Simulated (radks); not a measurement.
Problem. These are the eigenvalues of the occupied orbitals of an atom or ion with whole-number occupations (Ry). All-electron calculation, scalar-relativistic Kohn-Sham, BLYP, spin-unpolarised, spherical densities, point nucleus. Program: a radial shooting solver on a logarithmic mesh with Libxc functionals.

1s: -6863.550
2s: -1393.157
2p: -1220.069
3s: -475.8277
3p: -426.0351
3d: -378.0032
4s: -228.9266
4p: -210.1979

Which element is it, and in what charge state? The configuration may be excited.

Solution. Z = 83, bismuth, charge +50: Bi50+ in [Ar] 3d10 4s2 4p3. The list shows which subshells hold electrons but not how many an open one holds; the 1s level, -3431.8 hartree, gives Z - s = 82.8 by -(Z - s)^2/2, which with screening and relativity narrows Z to a few neighbours, and the depths of the outer levels then fix element, charge and occupations together.
